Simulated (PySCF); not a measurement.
Computed IR spectrum (relative IR intensity) of a molecule C₅H₅F. Geometry optimised at PBE0-D3(BJ)/def2-SVP. Other conformers were not sampled. Calculation: PBE0-D3(BJ)/def2-SVP (PySCF). Harmonic, unscaled wavenumbers; measured fundamentals usually lie a few per cent lower.

Lines under 2 % of the strongest are left out, and lines within 2 cm⁻¹ are merged.

ν (cm⁻¹): 345 (w), 476 (w), 650 (w), 697 (m), 714 (m), 874 (s), 884 (m), 931 (vw), 964 (m), 1198 (w), 1293 (m), 1365 (s), 1417 (w), 1783 (vs), 3052 (vw), 3491 (s) (against the strongest line: vs over 80 %, s over 45 %, m over 15 %, w over 4 %, vw less)

**Question.** Which molecule gave these data?
A) C=C=C(F)C=C
B) C#C/C(C)=C/F
C) C#CCC(=C)F
D) C#CC1(F)CC1

**Answer.** C, C#CCC(=C)F
